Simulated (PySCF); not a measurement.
Species: C5H6O2.
Atom-mapped SMILES: `[CH2:1]=[CH:2][C:3](=[CH2:4])[C:5](=[O:6])[OH:7]` (hydrogens: H8, H9 on C1; H10 on C2; H11, H12 on C4; H13 on O7)

The same species was optimised twice, with GFN2-xTB and with PBE0-D3(BJ)/def2-SVP (PySCF), and the same property calculations (PySCF, gas phase) were run on both structures.

| coordinate | GFN2-xTB | PBE0-D3(BJ)/def2-SVP | change |
| --- | --- | --- | --- |
| C1=C2 (Å) | 1.327 | 1.339 | +0.012 |
| C3=C4 (Å) | 1.340 | 1.347 | +0.007 |
| C2–C3 (Å) | 1.459 | 1.466 | +0.007 |
| C3–C5 (Å) | 1.489 | 1.495 | +0.006 |
| C5–O7 (Å) | 1.345 | 1.342 | -0.003 |
| C5=O6 (Å) | 1.205 | 1.206 | +0.001 |
| C1–C2–C3 (°) | 127.3 | 128.5 | +1.2 |
| C3–C5–O6 (°) | 126.7 | 125.6 | -1.1 |
| O6–C5–O7 (°) | 120.6 | 121.4 | +0.8 |
| C3–C5–O7 (°) | 112.6 | 113.0 | +0.4 |
| C2–C3–C4 (°) | 120.3 | 120.5 | +0.2 |
| C4–C3–C5 (°) | 119.1 | 119.0 | -0.1 |
| C2–C3–C5 (°) | 120.6 | 120.5 | -0.1 |
| C1–C2–C3–C4 (°) | 180 | 179 | -1 |
| C2–C3–C5–O6 (°) | 0 | 6 | +6 |

Rotational constants: A = 4118, B = 2524, C = 1565 MHz (GFN2-xTB) against A = 4098, B = 2490, C = 1552 MHz (PBE0-D3(BJ)/def2-SVP).

On the GFN2-xTB structure: lowest singlet, TDDFT (eV) 4.97 [wB97X-D/def2-SVPD]; lowest triplet, Tamm–Dancoff (eV) 3.11 [wB97X-D/def2-SVPD]; isotropic polarisability (au) 70.2 [wB97X-D/def2-SVPD]; HOMO (eV) -8.94 [wB97X-D/def2-SVPD]; LUMO (eV) -0.02 [wB97X-D/def2-SVPD]; dipole (D) 1.91 [wB97X-D/def2-SVPD]; HOMO (eV) -7.14 [PBE0/pcSseg-1]; LUMO (eV) -1.68 [PBE0/pcSseg-1]; dipole (D) 1.78 [PBE0/pcSseg-1]; GIAO shielding of C1 (ppm) 55.6 [PBE0/pcSseg-1]; GIAO shielding of C2 (ppm) 46.6 [PBE0/pcSseg-1]; GIAO shielding of C3 (ppm) 46.7 [PBE0/pcSseg-1]; GIAO shielding of C4 (ppm) 46.1 [PBE0/pcSseg-1]; GIAO shielding of C5 (ppm) 17.0 [PBE0/pcSseg-1]; GIAO shielding of O6 (ppm) -96.5 [PBE0/pcSseg-1]; GIAO shielding of O7 (ppm) 128.1 [PBE0/pcSseg-1].

Problem. What do these properties become on the PBE0-D3(BJ)/def2-SVP structure?

Solution. 
| property | level | on GFN2-xTB | on PBE0-D3(BJ)/def2-SVP | change |
| --- | --- | --- | --- | --- |
| lowest singlet, TDDFT (eV) | wB97X-D/def2-SVPD | 4.97 | 5.01 | +0.04 |
| lowest triplet, Tamm–Dancoff (eV) | wB97X-D/def2-SVPD | 3.11 | 3.06 | -0.05 |
| isotropic polarisability (au) | wB97X-D/def2-SVPD | 70.2 | 71.2 | +1.0 |
| HOMO (eV) | wB97X-D/def2-SVPD | -8.94 | -8.92 | +0.02 |
| LUMO (eV) | wB97X-D/def2-SVPD | -0.02 | -0.04 | -0.02 |
| dipole (D) | wB97X-D/def2-SVPD | 1.91 | 1.86 | -0.05 |
| energy, GFN2-xTB geometry as zero (kcal/mol) | wB97X-D/def2-SVPD | 0.0 | -0.7 | -0.7 |
| HOMO (eV) | PBE0/pcSseg-1 | -7.14 | -7.12 | +0.02 |
| LUMO (eV) | PBE0/pcSseg-1 | -1.68 | -1.70 | -0.02 |
| dipole (D) | PBE0/pcSseg-1 | 1.78 | 1.74 | -0.04 |
| energy, GFN2-xTB geometry as zero (kcal/mol) | PBE0/pcSseg-1 | 0.0 | -0.5 | -0.5 |
| GIAO shielding of C1 (ppm) | PBE0/pcSseg-1 | 55.6 | 52.7 | -2.9 |
| GIAO shielding of C2 (ppm) | PBE0/pcSseg-1 | 46.6 | 43.7 | -2.9 |
| GIAO shielding of C3 (ppm) | PBE0/pcSseg-1 | 46.7 | 44.5 | -2.2 |
| GIAO shielding of C4 (ppm) | PBE0/pcSseg-1 | 46.1 | 44.1 | -2.0 |
| GIAO shielding of C5 (ppm) | PBE0/pcSseg-1 | 17.0 | 16.2 | -0.8 |
| GIAO shielding of O6 (ppm) | PBE0/pcSseg-1 | -96.5 | -94.2 | +2.3 |
| GIAO shielding of O7 (ppm) | PBE0/pcSseg-1 | 128.1 | 127.0 | -1.1 |

The heavy atoms differ by 0.051 Å rms after alignment. Among bonds between heavy atoms C1=C2 changes most (+0.012 Å). Changes are differences of the printed values. Neither structure is proved a minimum here.

Shape of the structure used: `[CH2:1]=[CH:2][C:3](=[CH2:4])[C:5](=[O:6])[OH:7]`: C1–C2–C3–C4 179°, C2–C3–C5–O6 6°, H–O7–C5–C3 -179°.

The pairwise dispersion term of wB97X-D wasn't added to the energies; at a given geometry it leaves orbitals and properties as they are.
